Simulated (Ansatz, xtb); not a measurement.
**FGaH4Sn: where a starting geometry ends**

The starting geometry of this gas-phase singlet has its atoms placed at random.

```xyz
7

F    -0.6177   -0.4960   -0.0233
Ga    0.3872    0.7983    1.8112
Sn    0.8732    0.3965   -0.8925
H     1.9801   -0.3821    1.0532
H    -1.4084    0.1995    0.1624
H     0.2853    2.0569   -0.9057
H    -0.3356   -1.1849   -0.1213
```

**Question.** Guess where an optimisation with r2SCAN-D4/def2-SVP ends from this start.

**Answer.** It loosens into GaH3Sn + FH, which stay close as a complex. Distances that change by over a tenth: F1–H7 (0.75 → 0.93 Å), Ga2–H5 (2.51 → 1.98 Å), Ga2–H6 (3.00 → 1.93 Å), Sn3–H7 (2.13 → 2.74 Å). Contacts that open: F1–Sn3 (1.94 → 2.99 Å), F1–H5 (1.07 → 3.14 Å). Contacts that close: Sn3–H4 (2.37 → 1.90 Å), Sn3–H5 (2.52 → 1.87 Å).

The energy falls by 11.61 eV over 34 steps:

```tsv
step	E − E(last) (eV)
1	11.615
5	2.990
8	1.498
12	0.583
16	0.096
19	0.059
23	0.039
27	0.015
30	0.002
34	0.000
```

Final geometry (Å):

```xyz
7

F    -0.6613   -1.9025   -0.6234
Ga    0.2711    1.1659    1.7844
Sn    0.4540    0.8426   -1.0498
H     0.9072   -0.2218    0.4607
H    -0.9125    1.1221    0.1972
H     1.1602    2.0048    0.2851
H    -0.0544   -1.6228    0.0298
```

From the same start GFN2-xTB ends elsewhere, in pieces: FGaH2Sn + H2.

From so rough a start the end depends on the optimiser's path, so another program may land elsewhere. No frequencies were run, so the end isn't proven a minimum. Atoms past krypton carry core potentials, without spin–orbit terms. Run with Ansatz 0.2.0, 83 s on 2 threads of Intel(R) Xeon(R) Platinum 8259CL CPU @ 2.50GHz (Skylake/Cascade Lake), with other jobs on the host.
